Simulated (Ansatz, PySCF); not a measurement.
C$_{4}$H$_{13}$NSi (SMILES CCN([SiH3])CC), singlet, at a GFN2-xTB geometry. Base run: CASSCF(4,5)/STO-3G (PySCF).

Here is a job for PySCF.
```python
from pyscf import gto, scf, mcscf
import numpy

mol = gto.M(
    atom='''
Si   -0.16583917   -1.12031427   -1.32827744
N    -0.22575024   -0.44951966    0.25252696
C     0.97631767   -0.34841915    1.04964776
C     2.03483471    0.60742462    0.49886824
C    -1.34116564    0.36482183    0.66921176
C    -1.22522046    1.84859175    0.31696691
H     0.27830746   -0.20832342   -2.39995019
H    -1.52990193   -1.55559060   -1.62750561
H     0.77755047   -2.23558629   -1.24781942
H     0.69745378   -0.03993782    2.06250274
H     1.42105762   -1.34749354    1.11527528
H     2.89907514    0.62179726    1.15947994
H     2.35273405    0.27712367   -0.48675669
H     1.64632982    1.61813129    0.41311745
H    -2.23663474   -0.03745761    0.18908281
H    -1.46787793    0.26152954    1.75449114
H    -1.01699730    1.96132737   -0.74428505
H    -2.15857996    2.35709328    0.54787991
H    -0.42911437    2.32390976    0.88451534
''',
    basis='sto-3g',
    verbose=3,
)

mf = scf.RHF(mol)
mf.kernel()
mc = mcscf.CASSCF(mf, 5, 4)
mc.fix_spin_(ss=0.0)
mc.kernel()
occ = numpy.linalg.eigvalsh(mc.fcisolver.make_rdm1(mc.ci, mc.ncas, mc.nelecas))[::-1]
ss = mc.fcisolver.spin_square(mc.ci, mc.ncas, mc.nelecas)[0]
print('natural occupations', occ.round(4), ' <S^2>', round(ss, 4))
```

Programs used: Ansatz (a quantum-chemistry and plane-wave program), PySCF; a row that names a program was run with it.

The base run was repeated with changes; each row names its change, and settings that it needs were set with it.

| change | ΔE vs base (kcal/mol) | natural occupations | <S^2> of the state | outcome |
|---|---|---|---|---|
| base | 0.000 | 1.98 1.98 0.02 0.02 0.00 | 0.00 | converged |
| conv_tol = 1e-5 | 0.004 | 1.98 1.98 0.02 0.02 0.00 | 0.00 | converged |
| code = ansatz; correction = SC-NEVPT2, all electrons | -170.0 | - | - | converged |
| orbitals = fixed (CASCI); correction = SC-NEVPT2 | -165.8 | 2.00 2.00 0.00 0.00 0.00 | 0.00 | converged |
| start = MP2 natural orbitals | -1.54 | 1.98 1.98 0.02 0.02 0.00 | 0.00 | converged |
| active space = 8 electrons, 9 orbitals | - | - | - | not converged |
| code = ansatz | -1.52 | - | - | converged |
| active space = 6 electrons, 6 orbitals | - | - | - | not converged |
| active space = 2 electrons, 2 orbitals | 12.89 | 1.99 0.01 | 0.00 | converged |
| correction = SC-NEVPT2 | -167.9 | 1.98 1.98 0.02 0.02 0.00 | 0.00 | converged |
| orbitals = fixed (CASCI) | 18.18 | 2.00 2.00 0.00 0.00 0.00 | 0.00 | converged |

Active orbitals are taken around the Fermi level unless the row says otherwise; CASSCF can end in different local minima, and two programs can end on different orbitals. State-averaged rows give the lowest state.

Ansatz warned in this series: other orbitals give a lower active-space energy.
